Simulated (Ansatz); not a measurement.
Relaxation of CH$_{6}$BFO$_{2}$Si (12 atoms, charge 0, multiplicity 1), to a largest force component of 0.015 eV/Å in at most 40 steps.

The calculation used Ansatz, RKS B3LYP-D4/6-31G*.

```xyz
12
Properties=species:S:1:pos:R:3
B 0.310 -1.901 -0.016
Si -0.485 -0.210 0.683
O -0.552 -0.306 2.384
F -1.984 -0.004 0.111
O 0.507 1.133 0.199
C 0.238 1.480 -1.127
H 1.270 -1.824 -0.679
H -0.230 -2.870 0.191
H 0.437 -0.294 2.713
H 0.463 0.615 -1.784
H -0.819 1.816 -1.236
H 0.922 2.310 -1.405
```

Where does it end, and by what steps?

It converged. After 18 steps the energy has fallen by 0.666 eV; H9 moved furthest, 0.90 Å.

```csv
step,energy less start (eV),largest force component (eV/Å),accepted
0,0.0000,2.707,yes
1,-0.3104,1.509,yes
2,-0.4783,0.684,yes
3,-0.5347,0.671,yes
4,-0.5789,0.252,yes
5,-0.5954,0.438,yes
6,-0.6293,0.308,yes
7,-0.6500,0.245,yes
8,-0.6497,0.341,no
9,-0.6556,0.118,yes
10,-0.6613,0.050,yes
11,-0.6601,0.212,no
12,-0.6630,0.059,yes
13,-0.6643,0.080,yes
14,-0.6642,0.103,no
15,-0.6650,0.035,yes
16,-0.6655,0.050,yes
17,-0.6656,0.024,yes
18,-0.6657,0.009,yes
```

```xyz
12
Properties=species:S:1:pos:R:3
B 0.231 -2.040 -0.146
Si -0.411 -0.342 0.715
O -0.196 -0.430 2.347
F -1.978 -0.159 0.345
O 0.373 1.032 0.236
C 0.329 1.539 -1.094
H 0.784 -2.034 -1.205
H 0.064 -3.098 0.380
H -0.101 0.427 2.789
H 0.631 0.776 -1.825
H -0.677 1.894 -1.348
H 1.028 2.378 -1.159
```

The run took 73 s on 2 threads of Arm Neoverse V1 (shared host), peak memory 0.24 GiB.
